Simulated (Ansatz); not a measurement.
Basis-set extrapolation for C2H8OSSi, SMILES `COCS[SiH3]` (PBE0-D4/def2-TZVP geometry, frozen core, Ansatz 0.2.0). Multiplicity 1, RHF reference.

|  | def2-TZVPP | def2-QZVPP |
| --- | --- | --- |
| HF | -841.804269 | -841.831813 |
| MP2 correlation | -0.891766 | -0.958598 |
| CCSD(T) correlation | -0.988722 | not run |

Energies in hartree. Use E(X) = E(∞) + A·exp(−7.88·√X) for Hartree–Fock and E(X) = E(∞) + B·X^(−2.97) for correlation, with X = 3 and 4, and add CCSD(T) minus MP2 of the smaller set to the MP2 limit.

**Question.** What is the CCSD(T) energy at the basis-set limit?

**Answer.** HF limit: -841.831813 + (-0.027544) × 0.13774 = -841.83561. MP2 limit: -0.958598 + (-0.066832) × 0.74074 = -1.00810. Higher-order term: -0.988722 − (-0.891766) = -0.09696. Total: -842.94067 hartree, 387.7 kJ/mol below CCSD(T)/def2-TZVPP.
